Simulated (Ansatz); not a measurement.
The same path of C2H6OSSi (11 atoms, charge 0, multiplicity 1) was run twice with different band settings. Lost on the way: C4–H8. Made: O3–H8.

All numbers below come from Ansatz 0.2.0, UKS PBE/6-31G*.

Relaxed end points:

```xyz
11
Properties=species:S:1:pos:R:3
S -0.202 2.229 0.308
C -0.491 0.612 -0.542
O -1.167 -0.386 0.254
C -0.058 -1.148 0.839
Si 1.090 -0.480 -0.542
H -1.512 2.591 0.410
H -1.071 0.789 -1.461
H -0.324 -2.217 0.871
H 0.173 -0.798 1.862
H 1.197 -1.373 -1.743
H 2.431 0.123 -0.235
```

```xyz
11
Properties=species:S:1:pos:R:3
S -0.284 2.243 0.007
C -0.412 0.501 -0.327
O -0.765 -0.309 0.952
C 0.247 -1.646 0.603
Si 1.242 -0.512 -0.495
H -1.608 2.575 -0.045
H -1.188 0.267 -1.070
H -1.656 -0.707 0.832
H 0.600 -1.899 1.620
H 1.526 -1.037 -1.874
H 2.363 0.467 -0.183
```

Common settings: movable images 7; climbing image yes; optimiser quadratic models (default); start path through a guess of the saddle point; force threshold 0.05 eV/Å; iteration limit 60; end points relaxed.

| run | spring |
| --- | --- |
| 1 | 5.0 eV/Å² |
| 2 | 20.0 eV/Å² |

**Question.** What does each run give, and how far can it be trusted?

**Answer.** Run 1: converged after 14 iterations, highest image 3.386 eV above the first end. Neighbouring images differ by up to 1.9 eV, so the band resolves the path poorly. A vibrational analysis at the climbing image gives one clearly imaginary mode, 736i cm⁻¹: a first-order saddle point.
Run 2: converged after 14 iterations, highest image 3.386 eV above the first end. Neighbouring images differ by up to 1.9 eV, so the band resolves the path poorly. Another band between the same ends (7 images) ends at a top of the same energy, where a vibrational analysis finds 1 clearly imaginary mode.
The orbitals stay closed-shell, which can raise the energy where a bond breaks towards radicals; this wasn't checked here.
